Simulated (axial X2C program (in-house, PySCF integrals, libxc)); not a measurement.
# What spin–orbit coupling does to SiSe⁺

Computed with an axial X2C code built on PySCF integrals. Spin-free means the one-electron spin-free X2C Hamiltonian; two-component (2c) means X2C with spin–orbit coupling and atomic mean-field two-electron Coulomb and Gaunt terms, so the difference of the two also holds small scalar two-electron terms. Basis: Se dyall-cv3z [8s9p6d4f1g], Si dyall-v3z [8s7p2d1f] (cores contracted in-house); Gaussian nuclei, density fitting, unrestricted open shells. Masses: Se 79.917 u, Si 27.977 u.

Spin-free state: M_S = 1/2, Λ = 1 (beyond evenly filled blocks: π+α, π+β, π-α); fragments Se + Si+.

```tsv
level	Re (Å)	ωe (cm⁻¹)	De (eV)	μ (D)
B3LYP	2.223	452.3	3.722	4.15
```

Dipoles are positive if Si is the positive end and refer to the centre of mass.

Within this multiplet, which Ω should lie lowest by the rule for regular and inverted multiplets?

The open π shell holds three electrons, one hole, so the multiplet is inverted: Ω = Λ + 1/2 = 3/2. The PBE0 2c search agrees.

Two-component determinant lowest at the distance of the search:

Ω = 3/2 (⟨Sz⟩ = 0.50, ⟨Lz⟩ = 1.00 at B3LYP); fragments Se + Si+.

```csv
level,Re (Å),ωe (cm⁻¹),De (eV),μ (D)
B3LYP,2.224,452.0,3.698,4.16
```

From the two tables, how do the constants change at the B3LYP level (2c against spin-free)?

At the B3LYP level Re is unchanged within 0.001 Å and ωe goes down by 0.3 cm⁻¹; De is not compared, since the atomic limits differ or miss part of their spin–orbit lowering.

The state is one determinant whose occupation by symmetry is held fixed; it was picked as the lowest of a PBE0 search that is not exhaustive. De is counted from the lowest determinant-based energies of the atoms at the same level, without counterpoise correction. Density functionals use the spin component along the axis (collinear). A 2c atom that is not at its ground J level misses part of its spin–orbit lowering, and De is too large by that part (0.04 eV or less for light atoms). This holds for B3LYP. Other states lie close and PBE0, whose exact exchange favours high spin, may order them wrongly; the determinant shown need not be the ground state. The nearest other spin-free determinant of the search, M_S = 1/2, Λ = 0, lies 0.42 eV up at the distance of the search. Without a current term, density functionals place determinants with orbital angular momentum somewhat too high.
